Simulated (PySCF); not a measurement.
A calculated (LDA, PySCF 2.14, cc-pVDZ, the non-relativistic Hamiltonian (point nucleus)) atom or ion has these occupied shells.

```csv
shell,electrons,orbital energy (eV),"rms radius, mean of both spins (bohr)"
1s,2,-130.35,0.487
```

Question: Name the element and its charge.

Answer: Be²⁺ (beryllium, charge +2), in 1s2, closed-shell 1S.
